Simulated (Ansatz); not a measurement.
# Strength of the O–Ga bond: C2H7GaO → GaH(CH3) + CH3O

Species: C2H7GaO `C[O][GaH][CH3]`, singlet; GaH(CH3), doublet; CH3O `C[O]`, doublet. 

Shapes, held fixed at every level: PBE0-D4/def2-TZVP. Flexible molecules stand in one conformer, not always the lowest. Programs: Ansatz 0.2.0. The zero-point and thermal change to 298 K, harmonic and unscaled (PBE0-D4/def2-TZVP), is -17.2 kJ/mol.

**Question.** Estimate ΔH(298 K) of this reaction.

**Answer.** MP2/def2-TZVPP gives ΔH(298 K) = +442.8 kJ/mol; the levels span +260.9 to +442.8. The median of the levels is +384.9. Hartree–Fock misses the correlation of the pair that is broken and comes out low. No measured value is set beside it here. Open shells run unrestricted unless RO is named. Relativity is left out for Ga unless named. Correlated rows may include outer-core shells of Ga, which these sets cover unevenly.

```json
{"level": "HF/def2-TZVPP", "kind": "Hartree–Fock", "ΔH(298 K) (kJ/mol)": "+260.9"}
{"level": "PBE-D4/def2-TZVPP", "kind": "GGA", "ΔH(298 K) (kJ/mol)": "+381.5"}
{"level": "r2SCAN-D4/def2-TZVPP", "kind": "meta-GGA", "ΔH(298 K) (kJ/mol)": "+376.3"}
{"level": "wB97M-V/def2-TZVPP", "kind": "range-separated hybrid", "ΔH(298 K) (kJ/mol)": "+393.5"}
{"level": "CCSD(T)/def2-SVP", "kind": "coupled cluster or CI", "ΔH(298 K) (kJ/mol)": "+392.4"}
{"level": "CCSD/def2-SVP", "kind": "coupled cluster or CI", "ΔH(298 K) (kJ/mol)": "+384.9"}
{"level": "MP2/def2-TZVPP", "kind": "perturbation theory", "ΔH(298 K) (kJ/mol)": "+442.8"}
```
